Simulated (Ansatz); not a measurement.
```xyz
9

Si    0.541    1.344   -0.667
Ge    0.093   -0.843    0.156
S    -1.831   -0.697    1.278
H    -0.568    1.782   -1.552
H     1.810    1.323   -1.441
H     0.673    2.289    0.471
H     1.200   -1.338    1.107
H    -0.058   -1.868   -0.984
H    -1.861   -1.992    1.632
```

Charge 0, multiplicity 1.

**Question.** List the B3LYP/def2-TZVPP orbital energies in eV (the Gaussian-basis code of Ansatz). (Best estimate.)

**Answer.** The calculation gave: Occupied: -10850.58, -2417.77, -1799.19, -1354.96, -1205.87, -1205.85, -1205.85, -215.78, -169.48, -160.33, -160.26, -160.12, -143.76, -119.77, -119.70, -119.69, -99.08, -99.06, -99.06, -33.32, -33.28, -33.27, -33.22, -33.20, -19.83, -15.72, -14.00, -11.29, -10.20, -9.91, -9.53, -8.76, -8.24, -7.02. Lowest empty: -0.54, -0.35, 0.18, 0.44, 0.94, 1.29, 1.48, 1.63.

B3LYP here is the variant with VWN-RPA as its local correlation; programs differ in this.
